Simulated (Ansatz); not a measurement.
The cluster HfS₂⁺, relaxed as a doublet with UKS PBE-D4/def2-TZVP in Ansatz, starting from the GFN2-xTB geometry. Force threshold 0.02 eV/Å.

In the def2 sets Hf takes a core potential; there is no spin–orbit coupling. The relaxation made no stability test and no search for a lower SCF solution. The structure comes from a short search, and lower isomers may exist.

Start:

```xyz
3

Hf   -0.0307    0.0346   -0.8162
S    -0.7969   -1.8772    0.3602
S     0.8275    1.8426    0.4560
```

(1) Estimate the energy that the relaxation releases and the steps that it takes.

(2) Does the start keep its bonding and symmetry?

(3) Predict the relaxed structure.

Results:

(1) 16.6 kcal/mol, in 6 steps; 6.5 s on 4 threads of Arm Neoverse V2 on a shared host. No frequencies were taken in this run, so the end may be a saddle point.

(2) By distances, no bond broke or formed. The bond that changes most is Hf1–S2, from 2.37 to 2.23 Å (atoms count from 1). Point group C2v at the start, C2v at the end, both within 0.05 Å.

(3) 
```tsv
atom	x (Å)	y (Å)	z (Å)
Hf1	-0.0396	0.0444	-1.0526
S2	-0.6094	-1.4632	0.4891
S3	0.6490	1.4187	0.5635
```
Bond lengths: 2 × Hf–S 2.23 Å.
